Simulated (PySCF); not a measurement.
CsF, charge -1, doublet, at the geometry of the source list (a state made from the parent by changing its charge; the spin is typed, not shown lowest) (core potentials on Cs) (in this run its highest filled SCF level lies above zero, so its values depend strongly on the basis, on diffuse functions most of all); PBE0/def2-SVP (PySCF).

Input for PySCF:
```python
from pyscf import gto, scf, dft

mol = gto.Mole()
mol.atom = '''
    Cs   -0.62190000   -0.51290000   -0.84010000
    F     0.62190000    0.51290000    0.84010000
'''
mol.basis = 'def2-svp'
mol.ecp = {'Cs': 'def2-svp'}
mol.charge = -1
mol.spin = 1
mol.verbose = 4
mol.build()

mf = dft.UKS(mol)
mf.xc = 'pbe0'
mf.conv_tol = 1e-6
mf.kernel()
```

Write the output that PySCF gives for this input, abridged.


```
PySCF version 2.14.0

[INPUT] verbose = 4
[INPUT] num. atoms = 2
[INPUT] num. electrons = 19
[INPUT] charge = -1
[INPUT] spin (= nelec alpha-beta = 2S) = 1
[INPUT] symmetry False subgroup None
[INPUT] Mole.unit = angstrom
[INPUT] Symbol           X                Y                Z      unit          X                Y                Z       unit  Magmom
[INPUT]  1 Cs    -0.621900000000  -0.512900000000  -0.840100000000 AA   -1.175220676867  -0.969240529289  -1.587558917247 Bohr   0.0
[INPUT]  2 F      0.621900000000   0.512900000000   0.840100000000 AA    1.175220676867   0.969240529289   1.587558917247 Bohr   0.0

nuclear repulsion = 18.4073526397963
number of shells = 16
number of NR pGTOs = 59
number of NR cGTOs = 38
basis = def2-svp
ecp = {'Cs': 'def2-svp'}

******** <class 'pyscf.dft.uks.UKS'> ********
method = UKS
initial guess = minao
damping factor = 0
level_shift factor = 0
DIIS = <class 'pyscf.scf.diis.CDIIS'>
diis_start_cycle = 1
diis_space = 8
diis_damp = 0
SCF conv_tol = 1e-06
SCF conv_tol_grad = None
SCF max_cycles = 50
direct_scf = True
direct_scf_tol = 1e-13
number electrons alpha = 10  beta = 9
XC library pyscf.dft.libxc version 7.1.2
    S. Lehtola, C. Steigemann, M. J. T. Oliveira, and M. A. L. Marques,  SoftwareX 7, 1–5 (2018)
XC functionals = pbe0
    C. Adamo and V. Barone,  J. Chem. Phys. 110, 6158 (1999)
    M. Ernzerhof and G. E. Scuseria,  J. Chem. Phys. 110, 5029 (1999)
radial grids:
    Treutler-Ahlrichs [JCP 102, 346 (1995); DOI:10.1063/1.469408] (M4) radial grids

becke partition: Becke, JCP 88, 2547 (1988); DOI:10.1063/1.454033
pruning grids: <function nwchem_prune>
grids dens level: 3
symmetrized grids: False
atomic radii adjust function: <function treutler_atomic_radii_adjust>
small_rho_cutoff = 0
Set gradient conv threshold to 0.001
tot grids = 37976
init E= -116.369549159852

cycle= 1 E= -119.66640374671  delta_E= -3.3  |g|= 0.614  |ddm|= 2.01
cycle= 2 E= -108.032086675119  delta_E= 11.6  |g|= 2.13  |ddm|= 4.58
cycle= 3 E= -119.720888705487  delta_E= -11.7  |g|= 0.527  |ddm|= 4.06
cycle= 4 E= -119.788675476456  delta_E= -0.0678  |g|= 0.373  |ddm|= 0.428
cycle= 5 E= -119.863200761477  delta_E= -0.0745  |g|= 0.0325  |ddm|= 1.37
cycle= 6 E= -119.864922815752  delta_E= -0.00172  |g|= 0.00971  |ddm|= 0.216
cycle= 7 E= -119.865290095076  delta_E= -0.000367  |g|= 0.00348  |ddm|= 0.124
cycle= 8 E= -119.865330830026  delta_E= -4.07e-05  |g|= 0.00141  |ddm|= 0.0577
cycle= 9 E= -119.865332650229  delta_E= -1.82e-06  |g|= 9.19e-05  |ddm|= 0.0118
cycle= 10 E= -119.865332692506  delta_E= -4.23e-08  |g|= 3.77e-05  |ddm|= 0.00401
Extra cycle  E= -119.865332694053  delta_E= -1.55e-09  |g|= 5.53e-05  |ddm|= 0.000821
converged SCF energy = -119.865332694053  <S^2> = 0.75004632  2S+1 = 2.0000463
```
